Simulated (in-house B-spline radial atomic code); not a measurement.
Values are calculated unless marked as measured or tabulated.
## Making a Troullier-Martins s channel for Ru, r_c = 3.6 bohr

Ru, [Kr] 4d7 5s1, non-relativistic PBE, spherical and spin-unpolarised, from an all-electron radial atomic-structure program (B-spline basis) (atomic units). The all-electron 5s level is ε = -0.143242 hartree, its outermost node lies just inside 1.29 bohr and its outer maximum at 2.85 bohr.

Inside r_c the pseudo-orbital is u(r) = r^1 exp(p(r)), with p = c0 + c2 r² + c4 r⁴ + … + c12 r¹². The seven coefficients follow from p and its first four derivatives at r_c, from zero curvature of the screened potential at the origin, c4 = −c2²/(2l + 5), and from the norm inside r_c. At r_c the all-electron orbital has P = 0.5331356, P' = -0.1170784, the screened potential V = -0.2150589, V' = 0.1332008, V'' = -0.1169745, and the norm inside is Q = 0.5846799.

**Question.** What are p, p' and p'' at r_c?

**Answer.** p = ln(P/r_c^1) = ln(0.5331356/3.6) = -1.90991. p' = P'/P − 1/r_c = -0.21960 − 0.27778 = -0.49738. The radial equation gives p'' = 2(V − ε) − 2(1) p'/r_c − p'² = -0.14363 − (-0.27632) − 0.24739 = -0.11470. Differentiating, p''' = 2V' + 2(1)p'/r_c² − 2(1)p''/r_c − 2p'p'' = 0.13927, and p'''' = 2V'' − 4(1)p'/r_c³ + 4(1)p''/r_c² − 2(1)p'''/r_c − 2p''² − 2p'p''' = -0.19185.

For a trial c2 the five matching conditions are linear in c0, c6, c8, c10 and c12, and c2 is varied until the norm inside r_c equals Q. The root nearest zero gives:

| n | c_n |
| --- | --- |
| 0 | -1.883813 |
| 2 | 0.1373534 |
| 4 | -0.003773193 |
| 6 | -0.003123637 |
| 8 | 0.0003730045 |
| 10 | -1.71604e-05 |
| 12 | 2.908749e-07 |

**Question.** Check c4 and p(r_c), and find the screened pseudopotential at the origin.

**Answer.** −c2²/5 = -0.00377319, as listed. The terms c_n r_c^n are -1.88381, 1.78010, -0.63375, -6.79948, 10.52287, -6.27411, 1.37828, which sum to -1.90991. Inverting the radial equation, V_l(r) = ε + 1 p'/r + (p'' + p'²)/2, so V_l(0) = ε + (2l + 3) c2 = -0.143242 + 3 × (0.137353) = 0.2688 hartree, finite where the all-electron potential diverges.

Orbitals and screened potentials:

```
r (bohr)        P       u  V all-electron  V pseudo
    0.36   0.1417  0.0557          -40.69    0.2677
     0.9  -0.2453  0.1523          -6.621    0.2276
    1.44   0.1308  0.2802          -2.072   0.04769
    1.98   0.4428  0.4338           -0.89   -0.2705
    2.52   0.5694  0.5538          -0.485    -0.468
    3.06   0.5803  0.5791         -0.3091   -0.3573
     3.6   0.5331  0.5331         -0.2151   -0.2151
```

Logarithmic derivatives P'/P at R = 3.9 bohr, for energies E around ε:

```json
{"E − ε (hartree)": "-0.5", "all-electron": "0.879934", "pseudo": "0.873689"}
{"E − ε (hartree)": "-0.25", "all-electron": "0.506268", "pseudo": "0.501167"}
{"E − ε (hartree)": "-0.1", "all-electron": "0.140897", "pseudo": "0.13876"}
{"E − ε (hartree)": "0", "all-electron": "-0.269872", "pseudo": "-0.269872"}
{"E − ε (hartree)": "0.1", "all-electron": "-1.10923", "pseudo": "-1.12614"}
{"E − ε (hartree)": "0.25", "all-electron": "-67.0135", "pseudo": "38.9926"}
{"E − ε (hartree)": "0.5", "all-electron": "1.58712", "pseudo": "1.22804"}
```

**Question.** With P(R) = 0.4952244 and a norm of 0.6641575 inside R, what slope in energy does norm conservation fix?

**Answer.** d(P'/P)/dE = −2 × (norm inside R)/P(R)² = -5.4162 per hartree·bohr at E = ε, for both atoms, since orbital and norm agree at R. Differences over ±0.1 hartree give -6.2506 (all-electron) and -6.3245 (pseudo), which also hold third-order terms. Half a hartree below ε the two curves differ by -0.0062.
